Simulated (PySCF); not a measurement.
ZnH, SMILES [ZnH] (connectivity only; charge and spin as stated), neutral, multiplicity 2.

Geometry: B3LYP-D3(BJ)/def2-TZVPD. The spin state was assumed, not searched.

The numbers are results of ωB97X/def2-TZVPD in PySCF, not measurements.

Gas-phase values at a fixed geometry.

| Quantity | Result |
|---|---|
| total energy | -1779.96909 hartree |
| point group | C∞v |
| α spin, highest occupied and lowest empty level | -7.42 and 0.64 eV |
| β spin, highest occupied and lowest empty level | -11.11 and -0.93 eV |
| dipole moment | 0.61 D |
| mean static polarisability | 40.9 bohr³ (6.06 Å³) |
| polarisability, principal values | 38.1, 38.1, 46.5 bohr³ |
| ⟨S²⟩ | 0.757 (pure state 0.75) |
